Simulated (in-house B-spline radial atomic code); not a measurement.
Successive ionisation energies of mercury; each step leads to the configuration of the next row (after the last: [Kr] 4d10 4f14 5s2 5p3). Dirac energy differences include first-order Breit, QED and recoil terms. NIST's values go from ground level to ground level; the uncertainty of those that are theory runs from under 0.1 % in few-electron ions to several per cent in heavy many-electron ones. Computed with a B-spline radial code for spherical atoms: Dirac-Hartree-Fock, average of the configuration, finite nuclei.

```json
{"ion": "Hg9+", "configuration": "[Xe] 4f14 5d3", "ionisation energy (eV)": "150.9", "tabulated value (eV)": "153", "tabulated kind": "tabulated theory", "computed minus tabulated (eV)": "-2.1", "highest orbital": "5d5/2", "largest mean radius (bohr)": "1.1882"}
{"ion": "Hg10+", "configuration": "[Xe] 4f14 5d2", "ionisation energy (eV)": "170.3", "tabulated value (eV)": "173", "tabulated kind": "tabulated theory", "computed minus tabulated (eV)": "-2.7", "highest orbital": "5d5/2", "largest mean radius (bohr)": "1.1644"}
{"ion": "Hg11+", "configuration": "[Xe] 4f14 5d1", "ionisation energy (eV)": "?", "tabulated value (eV)": "?", "tabulated kind": "semi-empirical", "computed minus tabulated (eV)": "?", "highest orbital": "?", "largest mean radius (bohr)": "?"}
{"ion": "Hg12+", "configuration": "[Xe] 4f14", "ionisation energy (eV)": "?", "tabulated value (eV)": "?", "tabulated kind": "semi-empirical", "computed minus tabulated (eV)": "?", "highest orbital": "?", "largest mean radius (bohr)": "?"}
{"ion": "Hg13+", "configuration": "[Kr] 4d10 4f14 5s2 5p5", "ionisation energy (eV)": "305.7", "tabulated value (eV)": "307", "tabulated kind": "tabulated theory", "computed minus tabulated (eV)": "-1.3", "highest orbital": "5p3/2", "largest mean radius (bohr)": "0.96375"}
{"ion": "Hg14+", "configuration": "[Kr] 4d10 4f14 5s2 5p4", "ionisation energy (eV)": "329.4", "tabulated value (eV)": "332", "tabulated kind": "tabulated theory", "computed minus tabulated (eV)": "-2.6", "highest orbital": "5p3/2", "largest mean radius (bohr)": "0.9525"}
```

(1) Fill in the row of Hg11+.

(2) Fill in the row of Hg12+.

Where a p, d or f electron is removed, the computed value is a mean over both j, so it misses the tabulated one by a part of the spin-orbit splitting; averaging over terms and missing correlation add to the gap, relatively most at low charge.

## Answers

(1) ionisation energy (eV): 190.1; tabulated value (eV): 192.7; computed minus tabulated (eV): -2.6; highest orbital: 5d5/2; largest mean radius (bohr): 1.1423.

(2) ionisation energy (eV): 282.3; tabulated value (eV): 276.9; computed minus tabulated (eV): 5.4; highest orbital: 5p3/2; largest mean radius (bohr): 0.97604.
